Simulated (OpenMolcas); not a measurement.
Co III: the spin-orbit constant, Racah parameters, worked from levels

```yaml
Program: OpenMolcas 26.06
Basis: ANO-L-VDZP [5s4p2d1f]
Scalar_Hamiltonian: non-relativistic, point nucleus
Active_space: 7 electrons in 5 orbitals (3d)
State_averaging: 2S+1 = 4 even, 10 roots; 2S+1 = 2 even, 40 roots
Spin-orbit_coupling: state interaction with AMFI integrals over the reference wave functions, term energies averaged over their components
```

Methods: CASSCF; MS-CASPT2, IPEA 0.25 Eh, imaginary shift 0.1 Eh (closed shells correlated: 3s 3p). Measured levels: Sugar and Corliss, J. Phys. Chem. Ref. Data 10, 1097 (1981).

**The spin-orbit constant.** For the Hund term ⁴F of d7, E(J) = (A/2) J(J+1) + constant and ζ = -2S·A = -3A. From J = 3/2 to J = 9/2 the energy changes by 10.5 A.

| Source | E(9/2) - E(3/2) | A | ζ |
| --- | --- | --- | --- |
| CASSCF | -1970.3 | -187.6 | 563 |
| MS-CASPT2 | -1965.3 | -187.2 | 562 |
| measured | -1866.8 | -177.8 | 533 |

All in cm-1. MS-CASPT2 is off by +5.3 % and CASSCF by +5.5 %. Both methods take the spin-orbit matrix elements from the reference wave functions, so the second can move ζ only through the term energies and any multistate remixing. Second-order mixing with other terms is absorbed into this ζ.

**Racah parameters.** Above ⁴F, d7 has ⁴P at 15B, ²G at 4B + 3C and ²H at 9B + 3C. The first two fix B and C, and the third tests them; where it misses by thousands of cm-1, two parameters do not describe the configuration (Trees and configuration-interaction terms are left out) and B and C hang on the terms chosen. Term energies are centres of gravity, weighted by 2J + 1.

```csv
Source,⁴P,²G,B,C,C/B,"²H from B, C",²H found
CASSCF,18757,18868,1250,4622,3.70,25116,25204
MS-CASPT2,16455,17067,1097,4226,3.85,22551,23943
measured,14561,16510,971,4209,4.33,21366,22227
```

Energies in cm-1. From CASSCF to MS-CASPT2, B changes by -12.2 % and C by -8.6 %. Against the measured terms, MS-CASPT2 has B off by +13.0 % and C by +0.4 %.

CASPT2 does not keep the components of a term degenerate, so their means are used; among the terms shown or strongly mixed into the levels shown the widest spread is 1000 cm-1 (3d⁷ ⁴F, MS-CASPT2). Without dynamic correlation excited terms often stand tens of per cent too high (terms of higher spin than the ground term too low), and those without a measured partner can miss by more than the paired ones (holds for CASSCF). Computed and measured levels are paired by configuration, term and J; levels that our copy of the source lacks, or whose pairing is in doubt (as where it misses far off the trend of its configuration), stay unpaired and out of the deviations. Only configurations of the active space appear.
